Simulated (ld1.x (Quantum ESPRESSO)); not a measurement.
An all-electron radial function and its pseudo partner (boron)

Columns: radius, all-electron u(r) and pseudo u(r) of the 2s shell (level -9.44 eV) of boron in the configuration [He] 2s2 2p1; PBE, non-relativistic, ultrasoft scheme, ld1.x (Quantum ESPRESSO) 7.5.

| r (bohr) | all-electron | pseudo |
| --- | --- | --- |
| 0.170 | 0.3065 | -0.1007 |
| 0.340 | 0.1688 | -0.2044 |
| 0.510 | -0.0704 | -0.3120 |
| 0.680 | -0.2962 | -0.4209 |
| 0.850 | -0.4748 | -0.5252 |
| 1.020 | -0.6030 | -0.6162 |
| 1.190 | -0.6840 | -0.6853 |
| 1.360 | -0.7256 | -0.7256 |
| 1.530 | -0.7365 | -0.7365 |
| 1.700 | -0.7247 | -0.7247 |
| 1.870 | -0.6971 | -0.6971 |
| 2.040 | -0.6591 | -0.6591 |
| 2.210 | -0.6150 | -0.6150 |
| 2.380 | -0.5678 | -0.5678 |
| 2.550 | -0.5199 | -0.5199 |
| 2.720 | -0.4728 | -0.4728 |
| 2.890 | -0.4275 | -0.4275 |
| 3.060 | -0.3848 | -0.3848 |
| 3.230 | -0.3451 | -0.3451 |
| 3.400 | -0.3085 | -0.3085 |
| 3.570 | -0.2750 | -0.2750 |
| 3.740 | -0.2446 | -0.2446 |
| 3.910 | -0.2172 | -0.2172 |
| 4.080 | -0.1925 | -0.1925 |
| 4.250 | -0.1703 | -0.1703 |
| 4.420 | -0.1505 | -0.1505 |

Question: How many radial nodes do the two functions have?

Answer: The all-electron 2s function has n − l − 1 = 1; the pseudo-wave has 0, since the states of the same l below it are removed with the core.

Question: At about which radius was the pseudo-wave matched?

Answer: 1.35 bohr, where the columns begin to agree (steps of 0.17 bohr).

Question: Is the pseudo-wave norm-conserving?

Answer: No, it belongs to an ultrasoft set: the norm inside the radius is not constrained, and the difference is carried by the augmentation charge.
